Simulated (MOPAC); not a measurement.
MOPAC input (AM1):

```
AM1 1SCF GEO-OK AUX(PRECISION=9) THREADS=1
HLiO

Li   -0.00000000 1   -0.00000000 1   -1.25868851 1
O     0.00000000 1    0.00000000 1    0.31385345 1
H     0.00000000 1    0.00000000 1    1.26523792 1
```

From the last part of the output:

```
                                                       MOPAC v23.2.5 Linux

          FINAL HEAT OF FORMATION =        -53.58269 KCAL/MOL =    -224.18997 KJ/MOL

          COSMO AREA              =         69.59 SQUARE ANGSTROMS
          COSMO VOLUME            =         51.58 CUBIC ANGSTROMS

          IONIZATION POTENTIAL    =          9.472057 EV
          HOMO LUMO ENERGIES (EV) =         -9.472  2.401
          NO. OF FILLED LEVELS    =          4
          MOLECULAR WEIGHT        =         23.9473         POINT GROUP:  C*v

          MOLECULAR DIMENSIONS (Angstroms)

            Atom       Atom       Distance
            H     3   Li     1     2.52393
            H     3   Li     1     0.00000
           Li     1    O     2     0.00000

          SCF CALCULATIONS        =          1

   ATOM   CHEMICAL          X               Y               Z
  NUMBER   SYMBOL      (ANGSTROMS)     (ANGSTROMS)     (ANGSTROMS)

     1      Li         -0.00000000  *  -0.00000000  *  -1.25868851  *
     2       O          0.00000000  *   0.00000000  *   0.31385345  *
     3       H          0.00000000  *   0.00000000  *   1.26523792  *

                             CARTESIAN COORDINATES

   1   Li       -0.000000000    -0.000000000    -1.258688510
   2    O        0.000000000     0.000000000     0.313853450
   3    H        0.000000000     0.000000000     1.265237920

           Empirical Formula: H O Li  =     3 atoms

      MOLECULAR POINT GROUP   :   C*v

                  EIGENVALUES
 -32.14063 -14.44278  -9.47206  -9.47206   2.40142   4.86340   4.86340   5.60902
   9.32340

              NET ATOMIC CHARGES AND DIPOLE CONTRIBUTIONS

  ATOM NO.   TYPE          CHARGE      No. of ELECS.   s-Pop       p-Pop
    1         Li           0.538449        0.4616     0.07612     0.38543
    2          O          -0.739123        6.7391     1.78011     4.95901
    3          H           0.200674        0.7993     0.79933
 DIPOLE           X         Y         Z       TOTAL
 POINT-CHG.     0.000     0.000    -3.150     3.150
 HYBRID         0.000    -0.000    -0.484     0.484
 SUM            0.000    -0.000    -3.634     3.634

          ATOMIC ORBITAL ELECTRON POPULATIONS

     Atom    s        px        py        pz
    1 Li   0.07612   0.12373   0.12373   0.13798
    2  O   1.78011   1.87627   1.87627   1.20647
    3  H   0.79933

 **********************
 *                    *
 * JOB ENDED NORMALLY *
 *                    *
 **********************

 == MOPAC DONE ==
```
